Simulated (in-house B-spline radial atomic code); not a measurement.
**Ionising Ag⁺ with different functionals**

Computed with an all-electron radial atomic-structure program (B-spline basis): non-relativistic Hamiltonian, point nucleus, spin-polarised at highest spin, spherical fractional occupations for the functionals, and exact exchange of hybrids averaged over the configuration. The ionisation energy is the difference of two self-consistent energies, [Kr] 4d10 → [Kr] 4d9, without Breit or QED terms; ε is the level of the shell that loses the electron (its least bound occupied spin orbital). There is no spin-orbit coupling in this Hamiltonian.

```csv
method,rung,ΔSCF (eV),-ε(4d) (eV)
PBE0,global hybrid,22.02,17.74
B3LYP,global hybrid,22.17,17.48
TPSSh,global hybrid,22.06,16.52
M06-2X,global hybrid,?,?
BHandHLYP,global hybrid,21.75,19.58
r2SCAN0,global hybrid,?,?
B97-1,global hybrid,22.00,17.37
HSE06,range-separated hybrid,22.02,17.33
wB97X,range-separated hybrid,21.86,20.23
CAM-B3LYP,range-separated hybrid,22.08,19.31
LC-wPBE,range-separated hybrid,21.92,20.51
```

(1) What does M06-2X give?

(2) What does r2SCAN0 give?

(3) Among the functionals, which spreads more, the ΔSCF values or the orbital energies?

(4) How do they compare with the NIST value?

Results:

(1) ΔSCF 21.75 eV, and -ε(4d) = 19.89 eV.

(2) ΔSCF 22.16 eV, and -ε(4d) = 17.91 eV.

(3) The orbital energies: ΔSCF values span about 0.43 eV and the orbital energies 3.99 eV; here energy differences depend much less on the functional than eigenvalues do.

(4) NIST lists 21.484 eV (measured, ground level to ground level). Errors run from +0.26 to +0.69 eV; BHandHLYP is closest (+0.26 eV), but part of that can be cancellation, since the calculations leave out relativity, Breit-QED terms, multiplet and fine-structure energies.
